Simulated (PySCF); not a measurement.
Job file and geometry (Å, from GFN2-xTB) of an NMR shielding run on SMILES [SiH2](B(C)CC#N)N, C₃H₉BN₂Si, PySCF 2.14.0, density-fitted response routines, GIAO PBE0/pcSseg-1 NMR shielding, non-relativistic, gas phase; density fitting, a coarse starting grid and PySCF grid level 2 are the driver's defaults:

```
$ OMP_NUM_THREADS=1 python probes_run.py task.json out

{"job": {"kind": "nmr", "xc": "PBE0", "basis": "pcSseg-1"}, "charge": 0, "multiplicity": 1}
C     -0.398161    -1.639335    -0.671451
B     -0.362651    -0.329402     0.191636
C     -1.771940     0.271293     0.646188
C     -2.069808     1.341156    -0.266438
N     -2.292401     2.178068    -1.014549
Si     1.286397     0.602578     0.716807
N      2.516033     0.221301    -0.442212
H     -1.146485    -1.592845    -1.464471
H      0.554815    -1.908926    -1.120727
H     -0.699136    -2.478637    -0.039546
H     -1.743868     0.704447     1.649828
H     -2.600239    -0.441892     0.596282
H      1.102904     2.060465     0.915490
H      1.868718     0.131668     1.987279
H      2.298977     0.327308    -1.420661
H      3.449246     0.561696    -0.274867
```

Task: Write the output of this run.

Result: 
```
coarse grid: 13672 points
cycle   1  E = -542.9778906055  dE =  6.451e-01  |g| = 6.284e-01  |ddm| = 3.580e+00
cycle   2  E = -542.8160809506  dE =  1.618e-01  |g| = 1.069e+00  |ddm| = 1.506e+00
cycle   3  E = -543.0614919462  dE = -2.454e-01  |g| = 2.185e-01  |ddm| = 9.943e-01
cycle   4  E = -543.0715100123  dE = -1.002e-02  |g| = 5.627e-02  |ddm| = 1.720e-01
cycle   5  E = -543.0721396411  dE = -6.296e-04  |g| = 1.807e-02  |ddm| = 6.285e-02
cycle   6  E = -543.0722128460  dE = -7.320e-05  |g| = 3.022e-03  |ddm| = 1.771e-02
cycle   7  E = -543.0722150521  dE = -2.206e-06  |g| = 7.666e-04  |ddm| = 3.877e-03
final grid: 127096 points
cycle   8  E = -543.1053979871  dE = -2.777e-05  |g| = 8.137e-03  |ddm| = 2.444e-02
cycle   9  E = -543.1053916263  dE =  6.361e-06  |g| = 9.821e-03  |ddm| = 1.519e-02
cycle  10  E = -543.1054136951  dE = -2.207e-05  |g| = 9.085e-04  |ddm| = 8.558e-03
cycle  11  E = -543.1054138821  dE = -1.871e-07  |g| = 1.563e-04  |ddm| = 1.011e-03
cycle  12  E = -543.1054138866  dE = -4.458e-09  |g| = 6.473e-05  |ddm| = 1.818e-04
cycle  13  E = -543.1054138873  dE = -7.132e-10  |g| = 3.836e-05  |ddm| = 7.969e-05
cycle  14  E = -543.1054138876  dE = -2.998e-10  |g| = 9.707e-06  |ddm| = 2.950e-05
converged SCF energy = -543.1054138876

GIAO shielding tensors (ppm)
atom      isotropic    diamagn.    paramagn.     s11        s22        s33       span
  0 C      166.019     253.464     -87.444    133.598    177.411    187.048     53.450
  1 B       -7.260     195.205    -202.465   -112.863    -35.471    126.555    239.418
  2 C      167.915     254.747     -86.832    144.174    171.330    188.240     44.067
  3 C       69.454     262.055    -192.601    -47.120    -34.625    290.106    337.227
  4 N      -36.070     340.769    -376.839   -212.998   -201.763    306.550    519.549
  5 Si     408.852     880.399    -471.547    348.930    390.025    487.600    138.670
  6 N      267.979     316.368     -48.390    235.420    260.507    308.009     72.589
  7 H       30.282      31.295      -1.014     26.720     29.210     34.916      8.196
  8 H       29.081      32.115      -3.035     24.924     28.993     33.326      8.402
  9 H       30.837      30.031       0.806     26.191     29.388     36.932     10.741
 10 H       28.856      29.604      -0.748     25.733     26.818     34.018      8.285
 11 H       29.075      29.384      -0.309     26.112     27.183     33.931      7.819
 12 H       26.462      29.637      -3.175     22.762     25.319     31.306      8.544
 13 H       26.744      28.928      -2.184     23.223     25.887     31.121      7.898
 14 H       31.811      32.723      -0.912     24.612     28.644     42.177     17.565
 15 H       31.635      28.929       2.706     23.589     27.423     43.893     20.304
```

Size and cost of the density-fitted run: 171 basis functions, 26 s wall time on 1 thread of an Arm Neoverse V1, shared host.
